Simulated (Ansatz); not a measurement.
The same hydrolysis along the group B, Al, In.

Calculated with Ansatz (gas phase, PBE0-D4/def2-TZVP geometries, no zero-point term in ΔE). CCSD(T)/CBS is the MP2 limit (def2-TZVPP, def2-QZVPP) plus CCSD(T) − MP2 in def2-TZVPP, frozen cores. This one scheme is used for every species. def2 core potentials past Kr. For In outer-core shells are correlated without core-valence functions, which leaves a few kJ/mol of doubt a bond. One conformer a species, not always the lowest.

Question: Order these by ΔE at CCSD(T)/CBS, lowest first. (Best estimate.)
A. `C[CH2][AlH][SH]` + H₂O → `C[CH2][AlH][OH]` + H₂S
B. `CCBS` + H₂O → `CCBO` + H₂S
C. `C[CH2][InH][SH]` + H₂O → `C[CH2][InH][OH]` + H₂S

Answer: B (-41.7 kJ/mol), A (-14.2 kJ/mol), C (+67.0 kJ/mol).

Largest T1 diagnostic: 0.014, for `C[CH2][InH][OH]`.
